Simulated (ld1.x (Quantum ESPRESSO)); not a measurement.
# Building the TM potential for copper (Cu) (BLYP, scalar-relativistic).

ld1.x (Quantum ESPRESSO) 7.5 input, shortened:

```
&input
   title='Cu', zed=29., rel=1, dft='BLYP', iswitch=3,
   config='[Ar] 3d10 4s1 4p0'
 /
 &inputp
   pseudotype=2, tm=.true., lloc=-1, rcloc=1.70,
   nlcc=.false.
 /
3
4S  1  0   1.00   0.00  1.90  1.90  0.0
4P  2  1   0.00   0.00  3.80  3.80  0.0
3D  3  2  10.00   0.00  1.55  1.55  0.0
 &test
   configts(1)='3d10 4s1 4p0'
 /
```

All-electron outer shells of the reference configuration (BLYP, scalar-relativistic, ld1.x):

```json
{"shell": "3s", "level (eV)": "-114.50", "outermost node (bohr)": "0.29", "outermost maximum (bohr)": "0.61"}
{"shell": "3p", "level (eV)": "-72.02", "outermost node (bohr)": "0.26", "outermost maximum (bohr)": "0.62"}
{"shell": "3d", "level (eV)": "-5.01", "outermost node (bohr)": "–", "outermost maximum (bohr)": "0.60"}
{"shell": "4s", "level (eV)": "-4.65", "outermost node (bohr)": "0.89", "outermost maximum (bohr)": "2.27"}
{"shell": "4p", "level (eV)": "-0.72", "outermost node (bohr)": "0.97", "outermost maximum (bohr)": "3.65"}
```

Problem. Does the generator finish with these settings?

Solution. Yes, a potential is produced and its reference levels are reproduced.

Problem. Estimate the cutoffs (Ry, on a coarse ladder) from which the occupation-weighted sum of valence levels, in a spherical-Bessel basis at the reference potential, stays within 10 and 1 mRy of its value at 400 Ry.

Solution. 120 Ry and 200 Ry.

Problem. Does the potential have ghost states?

Solution. No extra level below or beside the all-electron valence levels (s, p, d, f tested).

Problem. Which valence shell sets the plane-wave cutoff?

Solution. 3d: its level needs 120 Ry to come within 1 mRy, against 21 Ry for 4s.

Problem. Tests: 3d10 4s0 4p0; 3d9 4s0 4p0; 3d8 4s0 4p0; 3d10 4s0.5 4p0; 3d9 4s1 4p0; 3d9 4s1 4p1; 3d10 4s0 4p1. Which has the largest error in its energy relative to the reference configuration, and how large is it?

Solution. 3d8 4s0 4p0, with -253 meV (all-electron minus pseudo) on +68.69 eV.
